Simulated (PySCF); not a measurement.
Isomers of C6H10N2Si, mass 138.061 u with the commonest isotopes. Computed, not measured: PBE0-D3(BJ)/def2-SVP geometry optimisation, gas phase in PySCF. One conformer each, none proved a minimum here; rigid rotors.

Task: Order these by radius of gyration √(Σ m r²/M), smallest first.
A. `[NH2:1][SiH:2]([NH2:3])[c:4]1[cH:5][cH:6][cH:7][cH:8][cH:9]1` with H–N1–Si2–N3 -58° and 159°, N1–Si2–N3–H -50° and 166°, N1–Si2–C4–C5 97°
B. `[NH2:1][SiH2:2][NH:3][c:4]1[cH:5][cH:6][cH:7][cH:8][cH:9]1` with H–N1–Si2–N3 -74° and 139°, N1–Si2–N3–C4 162°, Si2–N3–C4–C5 7°
C. `[CH2:1]=[CH:2][CH2:3][c:4]1[cH:5][n:6][cH:7][n:8]1[SiH3:9]` with C1–C2–C3–C4 125°, C2–C3–C4–C5 119°

Result: C (2.175 Å), A (2.297 Å), B (2.495 Å).

Task: Order these by rotational constant A, largest first.
A. `[CH2:1]=[CH:2][CH2:3][c:4]1[cH:5][n:6][cH:7][n:8]1[SiH3:9]` with C1–C2–C3–C4 125°, C2–C3–C4–C5 119°
B. `[NH2:1][SiH:2]([NH2:3])[c:4]1[cH:5][cH:6][cH:7][cH:8][cH:9]1` with H–N1–Si2–N3 -58° and 159°, N1–Si2–N3–H -50° and 166°, N1–Si2–C4–C5 97°
C. `[NH2:1][SiH2:2][NH:3][c:4]1[cH:5][cH:6][cH:7][cH:8][cH:9]1` with H–N1–Si2–N3 -74° and 139°, N1–Si2–N3–C4 162°, Si2–N3–C4–C5 7°

Result: C (4340 MHz), B (2989 MHz), A (2075 MHz).

Task: Order these by dipole moment, largest first.
A. `[NH2:1][SiH:2]([NH2:3])[c:4]1[cH:5][cH:6][cH:7][cH:8][cH:9]1` with H–N1–Si2–N3 -58° and 159°, N1–Si2–N3–H -50° and 166°, N1–Si2–C4–C5 97°
B. `[NH2:1][SiH2:2][NH:3][c:4]1[cH:5][cH:6][cH:7][cH:8][cH:9]1` with H–N1–Si2–N3 -74° and 139°, N1–Si2–N3–C4 162°, Si2–N3–C4–C5 7°
C. `[CH2:1]=[CH:2][CH2:3][c:4]1[cH:5][n:6][cH:7][n:8]1[SiH3:9]` with C1–C2–C3–C4 125°, C2–C3–C4–C5 119°

Result: C (3.49 D), B (2.58 D), A (0.59 D).

| SMILES | point group | Ia (u·Å²) | Ib (u·Å²) | Ic (u·Å²) | κ | μa (D) | μb (D) | μc (D) |
| --- | --- | --- | --- | --- | --- | --- | --- | --- |
| N[SiH2]Nc1ccccc1 | C1 | 116.45 | 749.23 | 853.24 | -0.96 | 2.35 | 0.98 | 0.44 |
| C=CCc1cncn1[SiH3] | C1 | 243.55 | 429.33 | 632.88 | -0.41 | 3.20 | 1.31 | 0.44 |
| N[SiH](N)c1ccccc1 | C1 | 169.05 | 608.99 | 679.40 | -0.92 | 0.16 | 0.42 | 0.39 |
